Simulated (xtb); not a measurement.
A run for xtb: GFN2-xTB on BH4NO2 (SMILES NB(O)O), a point of a torsion scan.

```
$ xtb mol.xyz --gfn 2 --sp --chrg 0 --uhf 0
8

N      1.19843180    -0.13254973     0.28618765
B     -0.16925633     0.09882816     0.04403252
O     -1.05616019    -0.92086792    -0.21935779
O     -0.63549075     1.37421863     0.14903729
H      1.83104413     0.62708074     0.45183299
H      1.65179239    -1.01966181     0.17279883
H     -0.81120228    -1.77183665     0.13447656
H     -1.57644851     1.43152793    -0.01153319
```

Output:

```
[...]
           -------------------------------------------------
          |                Calculation Setup                |
           -------------------------------------------------



           -------------------------------------------------
          |                 G F N 2 - x T B                 |
           -------------------------------------------------

        Reference                      10.1021/acs.jctc.8b01176
      * Hamiltonian:
        H0-scaling (s, p, d)           1.850000    2.230000    2.230000
        zeta-weighting                 0.500000
      * Dispersion:
        s8                             2.700000
        a1                             0.520000
        a2                             5.000000
        s9                             5.000000
      * Repulsion:
        kExp                           1.500000    1.000000
        rExp                           1.000000
      * Coulomb:
        alpha                          2.000000
        third order                    shell-resolved
        anisotropic                    true
        a3                             3.000000
        a5                             4.000000
        cn-shift                       1.200000
        cn-exp                         4.000000
        max-rad                        5.000000


          ...................................................
          :                      SETUP                      :
          :.................................................:
          :  # basis functions                  20          :
          :  # atomic orbitals                  20          :
          :  # shells                           12          :
          :  # electrons                        24          :
          :  max. iterations                   250          :
          :  Hamiltonian                  GFN2-xTB          :
          :  restarted?                      false          :
          :  GBSA solvation                  false          :
          :  PC potential                    false          :
          :  electronic temp.          300.0000000     K    :
          :  accuracy                    1.0000000          :
          :  -> integral cutoff          0.2500000E+02      :
          :  -> integral neglect         0.1000000E-07      :
          :  -> SCF convergence          0.1000000E-05 Eh   :
          :  -> wf. convergence          0.1000000E-03 e    :
          :  Broyden damping             0.4000000          :
          :  net charge                          0          :
          :  unpaired electrons                  0          :
          ...................................................

 iter      E             dE          RMSdq      gap      omega  full diag
   1    -14.4324695 -0.144325E+02  0.762E+00    8.21       0.0  T
   2    -14.5363428 -0.103873E+00  0.455E+00    6.81       1.0  T
   3    -14.5384615 -0.211866E-02  0.167E+00    8.14       1.0  T
   4    -14.5457364 -0.727495E-02  0.525E-01    7.54       1.0  T
   5    -14.5471484 -0.141192E-02  0.236E-01    7.73       1.0  T
   6    -14.5472546 -0.106218E-03  0.983E-02    7.64       1.0  T
   7    -14.5473076 -0.529809E-04  0.446E-02    7.68       1.0  T
   8    -14.5473269 -0.193301E-04  0.725E-03    7.66       4.9  T
   9    -14.5473268  0.616254E-07  0.463E-03    7.67       7.6  T
  10    -14.5473271 -0.247926E-06  0.510E-04    7.67      69.3  T
  11    -14.5473271  0.534204E-10  0.404E-04    7.66      87.5  T

   *** convergence criteria satisfied after 11 iterations ***

         #    Occupation            Energy/Eh            Energy/eV
      -------------------------------------------------------------
         1        2.0000           -0.6711206             -18.2621
       ...           ...                  ...                  ...
         6        2.0000           -0.5245803             -14.2746
         7        2.0000           -0.5001949             -13.6110
         8        2.0000           -0.4913489             -13.3703
         9        2.0000           -0.4666859             -12.6992
        10        2.0000           -0.4507118             -12.2645
        11        2.0000           -0.4343292             -11.8187
        12        2.0000           -0.3892766             -10.5928 (HOMO)
        13                         -0.1076023              -2.9280 (LUMO)
        14                          0.0382357               1.0404
        15                          0.1418292               3.8594
        16                          0.1565824               4.2608
        17                          0.2231251               6.0715
       ...                                ...                  ...
        20                          0.5730245              15.5928
      -------------------------------------------------------------
                  HL-Gap            0.2816743 Eh            7.6647 eV
             Fermi-level           -0.2484395 Eh           -6.7604 eV

 SCC (total)                   0 d,  0 h,  0 min,  0.008 sec
 SCC setup                      ...        0 min,  0.000 sec (  1.454%)
 Dispersion                     ...        0 min,  0.000 sec (  0.595%)
 classical contributions        ...        0 min,  0.000 sec (  0.267%)
 integral evaluation            ...        0 min,  0.001 sec ( 10.524%)
 iterations                     ...        0 min,  0.004 sec ( 49.381%)
 molecular gradient             ...        0 min,  0.003 sec ( 34.291%)
 printout                       ...        0 min,  0.000 sec (  3.230%)

         :::::::::::::::::::::::::::::::::::::::::::::::::::::
         ::                     SUMMARY                     ::
         :::::::::::::::::::::::::::::::::::::::::::::::::::::
         :: total energy             -14.428159560681 Eh    ::
         :: gradient norm              0.009499015431 Eh/a0 ::
         :: HOMO-LUMO gap              7.664748255385 eV    ::
         ::.................................................::
         :: SCC energy               -14.547326263667 Eh    ::
         :: -> isotropic ES            0.096565613262 Eh    ::
         :: -> anisotropic ES          0.000239216781 Eh    ::
         :: -> anisotropic XC         -0.000180147271 Eh    ::
         :: -> dispersion             -0.002614139494 Eh    ::
         :: repulsion energy           0.119166702986 Eh    ::
         :: add. restraining           0.000000000000 Eh    ::
         :: total charge              -0.000000000000 e     ::
         :::::::::::::::::::::::::::::::::::::::::::::::::::::

           -------------------------------------------------
          |                Property Printout                |
           -------------------------------------------------

    * Orbital Energies and Occupations

         #    Occupation            Energy/Eh            Energy/eV
      -------------------------------------------------------------
         1        2.0000           -0.6711206             -18.2621
         2        2.0000           -0.6665537             -18.1378
         3        2.0000           -0.5978778             -16.2691
         4        2.0000           -0.5721856             -15.5700
         5        2.0000           -0.5624918             -15.3062
         6        2.0000           -0.5245803             -14.2746
         7        2.0000           -0.5001949             -13.6110
         8        2.0000           -0.4913489             -13.3703
         9        2.0000           -0.4666859             -12.6992
        10        2.0000           -0.4507118             -12.2645
        11        2.0000           -0.4343292             -11.8187
        12        2.0000           -0.3892766             -10.5928 (HOMO)
        13                         -0.1076023              -2.9280 (LUMO)
Note: The following floating-point exceptions are signalling: IEEE_UNDERFLOW_FLAG IEEE_DENORMAL
normal termination of xtb
        14                          0.0382357               1.0404
        15                          0.1418292               3.8594
        16                          0.1565824               4.2608
        17                          0.2231251               6.0715
        18                          0.3703967              10.0790
        19                          0.5133731              13.9696
        20                          0.5730245              15.5928
      -------------------------------------------------------------
                  HL-Gap            0.2816743 Eh            7.6647 eV
             Fermi-level           -0.2484395 Eh           -6.7604 eV

     #   Z          covCN         q      C6AA      α(0)
     1   7 N        2.561    -0.393    30.213     8.163
     2   5 B        2.414     0.472    18.531     7.870
     3   8 O        1.593    -0.518    23.322     6.517
     4   8 O        1.593    -0.490    22.704     6.430
     5   1 H        0.861     0.170     1.274     1.768
     6   1 H        0.861     0.158     1.348     1.819
     7   1 H        0.806     0.294     0.740     1.351
     8   1 H        0.806     0.307     0.699     1.313

 Mol. C6AA /au·bohr⁶  :        540.368088
 Mol. C8AA /au·bohr⁸  :      11932.942027
 Mol. α(0) /au        :         35.232215


Wiberg/Mayer (AO) data.
largest (>0.10) Wiberg bond orders for each atom

 ---------------------------------------------------------------------------
     #   Z sym  total        # sym  WBO       # sym  WBO       # sym  WBO
 ---------------------------------------------------------------------------
     1   7 N    3.239 --     2 B    1.209     6 H    0.963     5 H    0.959
     2   5 B    3.414 --     1 N    1.209     4 O    1.122     3 O    1.066
     3   8 O    2.063 --     2 B    1.066     7 H    0.894
     4   8 O    2.116 --     2 B    1.122     8 H    0.887
     5   1 H    0.971 --     1 N    0.959
     6   1 H    0.975 --     1 N    0.963
     7   1 H    0.914 --     3 O    0.894
     8   1 H    0.906 --     4 O    0.887
 ---------------------------------------------------------------------------

Topologies differ in total number of bonds
Writing topology from bond orders to xtbtopo.mol

molecular dipole:
                 x           y           z       tot (Debye)
 q only:        0.295      -0.438       0.168
   full:        0.322      -0.637       0.160       1.859
molecular quadrupole (traceless):
                xx          xy          yy          xz          yz          zz
 q only:        1.546      -1.951       0.403      -0.284      -1.300      -1.949
  q+dip:        2.461      -2.578       0.173      -0.421      -1.722      -2.634
   full:        2.217      -2.633       0.378      -0.462      -1.844      -2.595


           -------------------------------------------------
          | TOTAL ENERGY              -14.428159560681 Eh   |
          | GRADIENT NORM               0.009499015431 Eh/α |
          | HOMO-LUMO GAP               7.664748255385 eV   |
           -------------------------------------------------

------------------------------------------------------------------------
------------------------------------------------------------------------
 total:
 SCF:
```

The run finished.

Cost: around 0.05 core-seconds (rough).
